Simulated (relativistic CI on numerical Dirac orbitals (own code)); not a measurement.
**Hyperfine structure of Ge⁶⁺, mass number 73**

Calculated at this level of theory: Dirac-Coulomb-Breit CI, orbitals from a KLI potential per configuration, model QED (radiative potential, 1s self-energy scaled to tabulated hydrogen-like ionisation energies), unscaled Slater integrals (own radial code, finite nucleus).

Configuration list (outside the closed core [Ne]): 3s²3p⁶3d⁸, 3s²3p⁶3d⁷4s, 3s²3p⁵3d⁹, 3s²3p⁶3d⁷4p, 3s²3p⁶3d⁷4d, 3s²3p⁴3d¹⁰, 3s3p⁶3d⁹, 3s²3p⁶3d⁷5s, 3s²3p⁶3d⁷5p, 3s²3p⁶3d⁷4f, 3s²3p⁶3d⁷5d, 3s²3p⁶3d⁶4s², 3s²3p⁶3d⁷5f, 3s²3p⁶3d⁷5g, 3s²3p⁶3d⁶4s4p, 3s²3p⁶3d⁶4p². Levels of other configurations are missing.

Nuclear spin I = 9/2, μ = -0.87824 μN, Q = -0.196 b (tables of Stone and Pyykkö). The electronic factors are computed for point nuclear moments, without core polarisation or the Bohr-Weisskopf and QED corrections.

```json
{"Level": "3s²3p⁶3d⁸ ³F4", "E (cm⁻¹)": "0", "A (MHz)": "-213.3", "B (MHz)": "210"}
{"Level": "3s²3p⁶3d⁸ ³F3", "E (cm⁻¹)": "3996", "A (MHz)": "-289.9", "B (MHz)": "155"}
{"Level": "3s²3p⁶3d⁸ ³F2", "E (cm⁻¹)": "6396", "A (MHz)": "-409.4", "B (MHz)": "130"}
{"Level": "3s²3p⁶3d⁸ ¹D2", "E (cm⁻¹)": "23217", "A (MHz)": "-284.3", "B (MHz)": "-178"}
{"Level": "3s²3p⁶3d⁸ ³P2", "E (cm⁻¹)": "30153", "A (MHz)": "-244.3", "B (MHz)": "-287"}
{"Level": "3s²3p⁶3d⁸ ³P1", "E (cm⁻¹)": "30906", "A (MHz)": "5.708", "B (MHz)": "150"}
{"Level": "3s²3p⁶3d⁸ ¹G4", "E (cm⁻¹)": "41356", "A (MHz)": "-310.5", "B (MHz)": "851"}
{"Level": "3s²3p⁶3d⁷4s ⁵F5", "E (cm⁻¹)": "386481", "A (MHz)": "-675.6", "B (MHz)": "-226"}
```

Levels with J = 0, under 50 % of one LS term, or S terms without an open s electron are left out. Small factors come from cancelling terms and can be off by tens of per cent or more.

At this charge configurations can still be misplaced by up to about 7 % of their energy. Terms inside the open d or f shell come out 10 to 20 % too wide with unscaled integrals. 43 of the 48 excited levels that our extract of the measured tables holds in this range could be paired (the sources list more); they are missed by 3951 cm⁻¹ on average and 8803 at most, and levels without a partner can miss by more.

Q: Give the hyperfine levels of 3s²3p⁶3d⁸ ³F4 relative to its centre of gravity.

A: With K = F(F + 1) − I(I + 1) − J(J + 1), E = AK/2 + B[¾K(K + 1) − I(I + 1)J(J + 1)]/[2I(2I − 1)J(2J − 1)]: F = 1/2: 4789, F = 3/2: 4449, F = 5/2: 3886, F = 7/2: 3104, F = 9/2: 2111, F = 11/2: 913.8, F = 13/2: -476.6, F = 15/2: -2048, F = 17/2: -3787 MHz.

LS names give the leading component of a level, which can be under half, so a name can repeat, a term be missing and a line seem to break the LS rules.
